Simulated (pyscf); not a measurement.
This saddle point was located with ωB97X-D3(BJ)/def2-SVP in PySCF.

```xyz
7

Si    -1.8484    -0.7064    -0.8504
Si    -0.4806     1.1589    -0.4896
H     -2.5228    -1.2557     0.3684
H     -1.1670    -1.8118    -1.5943
H     -0.4370    -0.4557     0.0842
H     -0.5115     1.6581     0.9211
H      0.9393     1.0062    -0.9408
```
Charge 0, spin multiplicity 2.

Surface: doublet, charge 0. Lowest wavenumbers (cm⁻¹): 501i, 68, 318, 428, 672.

Q: Name the species on either side of this saddle.

A: •H₂Si–SiH₃ ⇌ •H₂Si–SiH₃, a hydrogen shift read from left to right: H–Si broken and H–Si formed. At CCSD(T)/def2-TZVPP + ΔMP2(QZVPP) it lies +30.8 kcal/mol from the left side and +30.8 kcal/mol from the right (each side as separated species at their lowest minima found). One saddle was located; it need not be the lowest between these sides. The CCSD(T) − MP2 part came from Ansatz, without density fitting, on the same reference. A UHF reference is spin-contaminated (<S²> up to 0.87), which harms MP2 most.
